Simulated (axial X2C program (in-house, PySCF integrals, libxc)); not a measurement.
AuCl: the levels of the configuration d9 s1 p(π)0

Calculated with an in-house all-electron X2C program for linear molecules (integrals from PySCF): two-component X2C with atomic mean-field Coulomb and Gaunt terms, basis Au dyall-v3z, Cl dyall-av3z (cores contracted in-house). Orbitals come from Hartree–Fock averaged over the configuration Au d9 s1 p(π)0; CI then distributes these electrons over the d, s, p(π) shells of Au.

R = 2.371 Å (near the minimum of the configuration average).

Active spinors (ω > 0):

```tsv
shell	ω	ε (eV)	character
d	3/2	-16.17	99% Au d
d	1/2	-15.03	88% Au d, 9% Cl p
d	5/2	-14.59	100% Au d
d	3/2	-14.02	94% Au d, 4% Cl p
d	1/2	-13.37	82% Au d, 10% Au s, 7% Cl p
s	1/2	-4.62	52% Au s, 28% Au p, 11% Cl p
p(π)	1/2	1.50	88% Au p, 5% Cl d, 3% Au d
p(π)	3/2	1.64	89% Au p, 4% Cl d, 3% Au d
```

Lowest levels of this model:

| Ω | energy (cm⁻¹) | g∥ | μ (D) | configuration |
| --- | --- | --- | --- | --- |
| 0 | 0 | 0.00 | -4.98 | 93% d10 |
| 0 | 5864 | 0.00 | -3.20 | 99% d9 s1 |
| 1 | 6170 | 3.37 | -3.20 | 99% d9 s1 |
| 2 | 8001 | 5.73 | -3.25 | 99% d9 s1 |
| 1 | 10296 | 1.97 | -3.26 | 99% d9 s1 |
| 3 | 10561 | 8.00 | -3.63 | 99% d9 s1 |
| 0 | 11111 | 0.00 | -3.49 | 94% d9 s1 |
| 2 | 11775 | 4.05 | -3.56 | 98% d9 s1 |
| 0 | 17519 | 0.00 | -2.81 | 99% d9 s1 |
| 1 | 19942 | 1.86 | -3.07 | 99% d9 s1 |
| 0 | 20778 | 0.00 | -2.85 | 99% d9 s1 |
| 1 | 22930 | 0.81 | -3.41 | 98% d9 s1 |
| 2 | 23070 | 4.22 | -3.46 | 98% d9 s1 |

g∥ is the magnitude of 2⟨Lz + ge Sz⟩ for the +Ω component. μ is positive if the Cl end is positive.

This point took 3.9 s on 1 thread of Arm Neoverse N1, on a shared host.

Dynamic correlation is missing, so gaps between terms are too wide and other configurations may lie lower; the lowest level listed is that of this model, not necessarily the ground state. The lowest levels belong to d10, not to the averaged configuration, so orbitals and distance suit them less well. For d shells the ligand-field splittings (σ, π, δ) and their order can be off by a thousand cm⁻¹ or more. At most 4 roots were kept for each Ω > 0 (twice that for Ω = 0) within 3.2 eV of the lowest, so higher up levels can be missing between those listed; levels with Ω > 0 are doubly degenerate and listed once, Ω = 0 levels singly. Some active spinors are only partly of the character that their shell is named for, so the shell names and counts are nominal. States that fill the shells left empty in the average are placed too high.
